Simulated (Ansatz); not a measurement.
Program: Ansatz. Geometries: PBE0-D4/def2-TZVP. ΔE: electronic, gas phase. CCSD(T)/CBS adds triple-zeta CCSD(T) − MP2 to the extrapolated MP2 energy (def2 sets, frozen cores). This one scheme is used for every species, atoms too. DFT in def2-TZVPP. B3LYP here is the variant with VWN-RPA as its local correlation; programs differ in this. Open shells (•) are unrestricted, without spin–orbit coupling. Spin–orbit coupling would lower the free atoms: a little for Al, C, Cl, O.

Reaction (atomization): `[Cl][Al]1[CH2]C[O]1` → Al• + 2 C• + Cl• + 4 H• + O•

(1) What is ΔE at CCSD(T)/CBS? (An estimate is asked.)

(2) What do these levels give: PBE-D4, PBE0-D4, ωB97M-V, PBE, PBE0, B3LYP, MP2/def2-TZVPP, SCS-MP2/def2-TZVPP, CCSD/def2-TZVPP, HF/def2-QZVPP, HF/CBS(def2), MP2/CBS(def2)? (Estimate.)

Largest T1 diagnostic among the species: 0.018.

## Answers

(1) The calculation gave: +3506.4 kJ/mol.

(2) The calculation gave: PBE-D4 3580.1, PBE0-D4 3514.2, ωB97M-V 3518.3, PBE 3561.7, PBE0 3498.6, B3LYP 3448.9, MP2/def2-TZVPP 3510.0, SCS-MP2/def2-TZVPP 3462.6, CCSD/def2-TZVPP 3352.5, HF/def2-QZVPP 2557.6, HF/CBS(def2) 2558.3, MP2/CBS(def2) 3603.8 kJ/mol.

From PBE to PBE0 (25 % exact exchange), in def2-TZVPP and without D4, ΔE moves by −63.0 kJ/mol: exact exchange takes away binding that semilocal exchange gives to molecules. In def2-TZVPP, CCSD(T) changes the Hartree–Fock value by +859.6 kJ/mol (the triples alone add +60.1 kJ/mol) and MP2 by +957.0 kJ/mol; breaking electron pairs costs correlation energy, which Hartree–Fock lacks. The D4 term adds +29.8 kJ/mol with B3LYP and +15.6 kJ/mol with PBE0; it sums over pairs of atoms, weighted by their polarisabilities, and B3LYP, whose exchange is more repulsive, gets the larger term.

For atomizations the MP2-based limit and the directly extrapolated one differ by several kJ/mol either way, and by 10 to 25 for some Ge, Se and Sn compounds, so smaller differences from it don't rank the levels.
